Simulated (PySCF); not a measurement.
PySCF job for C4H9Al, SMILES C=[CH][Al]([CH3])[CH3], PBE/pcSseg-1. Geometry optimised at B3LYP-D3(BJ)/def2-SVP. The structure was generated by enumeration; whether it is a known compound was not checked. The values are those of a single conformer.

```python
import numpy as np
from pyscf import gto, scf, dft
from pyscf.prop.nmr import rks as nmr

mol = gto.M(
    atom='''
    Al   -0.02696859   -0.03110012    0.43974942
    C    -0.41008682   -1.07702673    2.05609894
    H    -0.70198334   -2.11931714    1.84772529
    H    -1.22441971   -0.61373829    2.64263310
    H     0.46765524   -1.10402526    2.72730060
    C     0.52212548    1.85356101    0.54291831
    H     1.48448113    2.02205975    0.02727947
    H     0.63314962    2.21464949    1.57846852
    H    -0.21273698    2.50967975    0.04225145
    C    -0.18395145   -0.82522362   -1.34065566
    C     0.07442715   -0.12104411   -2.45849824
    H    -0.48893024   -1.87224188   -1.49127488
    H    -0.00761394   -0.54560071   -3.46848178
    H     0.38590389    0.93123674   -2.42182453
    ''',
    basis='pcSseg-1',
    charge=0,
    spin=0,
    max_memory=1600,
    verbose=3,
)
mf = dft.RKS(mol, xc='pbe')
mf.grids.level = 3
mf.conv_tol = 1e-10
mf.max_cycle = 100
mf.kernel()
n = nmr.NMR(mf)
n.verbose = 2
n.max_cycle_cphf = 60
sigma = n.kernel()
print('atom   isotropic/ppm   span/ppm')
for i, s in enumerate(sigma):
    w = np.linalg.eigvalsh((s + s.T) / 2)
    print(f'{mol.atom_symbol(i):2s}{i + 1:3d} {w.mean():14.3f} {w[2] - w[0]:11.3f}')
```

Output:

```
converged SCF energy = -399.866620525352
atom   isotropic/ppm   span/ppm
Al  1        257.421     153.506
C   2        187.705      18.609
H   3         31.185      11.177
H   4         31.398      10.065
H   5         31.393      10.083
C   6        192.082      19.599
H   7         31.388      10.732
H   8         31.408      10.372
H   9         31.469      10.648
C  10         26.211     263.803
C  11         28.947     248.720
H  12         24.450       6.419
H  13         24.335       5.506
H  14         24.792       6.852
```

Self-consistency was reached.

Cost: roughly 40 core-seconds.
